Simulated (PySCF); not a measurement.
# Electronic structure of Co (cobalt, neutral) at the BP86 level

Configuration: [Ar] 3d6 4s2 5s1, high-spin 6D determinant (an excited configuration). Computed with PySCF 2.14 in aug-cc-pVDZ-DK (7s6p4d2f, 59 functions), with the spin-free X2C one-electron Hamiltonian (Gaussian nucleus).

```json
{"Total energy": "-1393.072 hartree", "One-electron energy": "-1915.441 hartree", "Hartree (Coulomb) energy": "582.117 hartree", "Exchange-correlation energy": "-59.748 hartree", "⟨S²⟩": "8.7532", "⟨L²⟩": "6.007", "Sum of ⟨r⟩": "26.73 bohr", "Sum of ⟨r²⟩": "91.27 bohr²", "Traceless quadrupole moment −½Σ⟨3z² − r²⟩ along its main axis": "-0.177 e·bohr²", "Langevin diamagnetic susceptibility": "-72.3 ×10⁻⁶ cm³/mol"}
```

| shell | electrons | mean orbital energy (eV) | spread (eV) | rms radius, mean of both spins (bohr) |
| --- | --- | --- | --- | --- |
| 1s α | 1 | -7601.2 | 0 | 0.0648 |
| 1s β | 1 | -7601.2 | 0 | 0.0648 |
| 2s α | 1 | -912.37 | 0 | 0.277 |
| 2s β | 1 | -910.15 | 0 | 0.277 |
| 2p α | 3 | -783.14 | 1.057 | 0.249 |
| 2p β | 3 | -781.44 | 0.614 | 0.249 |
| 3s α | 1 | -115.88 | 0 | 0.827 |
| 3s β | 1 | -111.11 | 0 | 0.827 |
| 3p α | 3 | -78.893 | 2.010 | 0.879 |
| 3p β | 3 | -74.242 | 0.746 | 0.879 |
| 3d α | 5 | -20.615 | 2.261 | 1.10 |
| 3d β | 1 | -16.825 | 0 | 1.10 |
| 4s α | 1 | -11.165 | 0 | 2.71 |
| 4s β | 1 | -10.233 | 0 | 2.71 |
| 5s α | 1 | -1.829 | 0 | 7.92 |

The outer electron is Rydberg-like, and this basis confines it to a smaller radius and binds it less than a complete one would.

Densities and radii are taken from the X2C orbitals without a picture-change correction, which distorts them close to the nucleus.
